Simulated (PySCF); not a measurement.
Radial density of Se²⁺ (selenium, charge +2)

PBE, [Ar] 3d10 4s2 4p2, high-spin 3P determinant. Calculation: PySCF 2.14, in cc-pVTZ-PP with ECP10MDF; a scalar-relativistic core potential. This is the valence pseudo-density: the core potential removes the inner electrons and smooths the orbitals near the nucleus.

```csv
r (bohr),4πr²ρ (e/bohr),4πr²(ρα − ρβ)
0.000597,2.884e-05,0.0000
0.00100,8.137e-05,0.0000
0.00169,0.0002286,0.0000
0.00284,0.0006338,0.0000
0.00478,0.001699,0.0000
0.00803,0.004208,0.0000
0.0135,0.009169,0.0000
0.0227,0.01780,0.0000
0.0382,0.03175,0.0000
0.0643,0.1046,0.0000
0.108,0.7747,0.0000
0.182,4.944,0.0090
0.306,19.85,0.1277
0.515,32.06,0.1667
0.866,11.96,0.0888
1.46,3.574,1.1488
2.45,1.206,0.7309
4.12,0.04992,0.0397
6.93,0.0007037,0.0007
```

Energies and moments cover only the electrons outside the core potential.
